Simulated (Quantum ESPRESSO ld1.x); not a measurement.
The iodine ion I30+, configuration [Ar] 3d5.

All-electron calculation, scalar-relativistic Kohn-Sham, LDA (Slater exchange, Perdew-Wang correlation), spin-polarised, spherical densities, point nucleus; open shells are filled with parallel spins first. Program: ld1.x of Quantum ESPRESSO 7.5.

Energy parts (eV):
| part | energy |
|---|---|
| total | -177565.98 |
| kinetic | 187077.06 |
| electron-nucleus | -398017.29 |
| Hartree | 36935.48 |
| exchange-correlation | -3561.23 |

Orbitals (lengths in bohr, moments of r in powers of bohr; <r^-3> diverges for s and p1/2; r(90%) holds 90 % of the orbital's charge):
orbital,occ.,eigenvalue (eV),r(90%),<r^-3>,<r^4>
1s up,1,-34273.7,0.0490,-,2.649e-06
1s down,1,-34273.2,0.0490,-,2.648e-06
2s up,1,-6395.19,0.180,-,0.0004398
2s down,1,-6379.00,0.180,-,0.0004377
2p up,3,-5881.81,0.166,5810,0.0003160
2p down,3,-5869.17,0.165,5831,0.0003138
3s up,1,-2171.25,0.434,-,0.01508
3s down,1,-2153.54,0.435,-,0.01528
3p up,3,-2006.71,0.434,1289,0.01484
3p down,3,-1988.58,0.436,1273,0.01509
3d up,5,-1782.91,0.404,184.3,0.01089
3d down,0,-1761.04,0.406,182.9,0.01117

The highest occupied level is 3d up at -1782.9 eV. Spin moment in Bohr magnetons: 5.
